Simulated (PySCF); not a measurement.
Computed IR spectrum (relative IR intensity) of a molecule C2H7ClOSi2. Geometry optimised at r2SCAN-D4/def2-SVP. One conformer was computed; it need not be the lowest. Level of theory: PySCF with r2SCAN-D4/def2-SVP. Frequencies are harmonic and unscaled.

Lines under 2 % of the strongest are left out, and lines within 2 cm⁻¹ are merged.

ν (cm⁻¹): 162 (vw), 201 (w), 260 (w), 335 (vw), 456 (w), 509 (w), 613 (w), 645 (vw), 659 (w), 723 (w), 745 (w), 815 (vw), 826 (m), 871 (w), 897 (vs), 905 (m), 936 (w), 943 (w), 961 (m), 1634 (w), 2216 (m), 2227 (w), 2231 (m), 2237 (m), 2267 (m), 3864 (m) (against the strongest line: vs over 80 %, s over 45 %, m over 15 %, w over 4 %, vw less)

**Question.** Identify the compound among the candidates.
(A) [SiH3]O/C=C/[SiH2]Cl
(B) C=C([SiH3])O[SiH2]Cl
(C) C[Si@H]1CO[Si@H]1Cl
(D) O[SiH2]/C(Cl)=C/[SiH3]

**Answer.** D, O[SiH2]/C(Cl)=C/[SiH3]
